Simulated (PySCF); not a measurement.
# Electronic absorption of C3H3F2NSi

Compound: C₃H₃F₂NSi.
SMILES: `N#CC([SiH3])=C(F)F`

Level of theory: TDDFT wB97X-D/def2-SVPD, vertical, gas phase, core orbitals frozen in the response in PySCF 2.14.0, density-fitted response routines. Geometry: GFN2-xTB; no solvent, vibrations or thermal averaging.

| state | E (eV) | λ (nm) | ν̃ (cm⁻¹) | f | main configurations (H = HOMO, L = LUMO) |
| --- | --- | --- | --- | --- | --- |
| S1 | 6.44 | 192.6 | 51910 | 0.265 | H→L (85%) |
| S2 | 6.54 | 189.7 | 52720 | 0.015 | H-1→L (84%) |
| S3 | 6.87 | 180.4 | 55430 | 0.0030 | H→L+1 (48%), H→L+3 (17%), H→L+2 (13%) |
| S4 | 7.50 | 165.3 | 60500 | 0.0004 | H→L+1 (41%), H→L+2 (35%), H→L+3 (13%) |
| S5 | 8.04 | 154.2 | 64850 | 0.095 | H-2→L (37%), H→L+4 (16%), H-1→L+1 (9%) |
| S6 | 8.07 | 153.7 | 65070 | 0.0070 | H→L+3 (32%), H→L+2 (19%), H-3→L (16%) |
| S7 | 8.12 | 152.7 | 65480 | 0.0099 | H-3→L (47%), H→L+3 (18%), H-4→L (15%) |
| S8 | 8.40 | 147.6 | 67760 | 0.0021 | H→L+4 (33%), H-2→L (19%), H-3→L (10%) |

Triplets, Tamm–Dancoff:

```tsv
state	E (eV)	λ (nm)	main configurations (H = HOMO, L = LUMO)
T1	4.02	308.5	H→L (95%)
T2	6.16	201.3	H-1→L (77%)
T3	6.50	190.9	H-5→L (15%), H-2→L (14%), H-1→L+3 (13%)
```

The lowest singlet comes at 193 nm (621 kJ/mol) in the vacuum ultraviolet; it is strong; its leading configuration is HOMO→LUMO (85%). The lowest level is also the most intense of those listed (f = 0.265). Löwdin shares by element: HOMO carbon 58%, nitrogen 20% (atoms not listed hold the other 21%); LUMO carbon 63%, nitrogen 13% (atoms not listed hold the other 24%). Orbital energies (eV): HOMO-3 -12.60, HOMO-2 -12.48, HOMO-1 -11.58, HOMO -10.20, LUMO 0.14, LUMO+1 1.43, LUMO+2 1.66. The oscillator strengths of these states sum to 0.398; summed over the whole spectrum of an exact calculation they would give the number of electrons, 60 (Thomas–Reiche–Kuhn). Of the 8 states listed, 3 reach f = 0.01 and 1 stays under 0.0005. Singlets were solved by full linear response, triplets in the Tamm–Dancoff approximation.
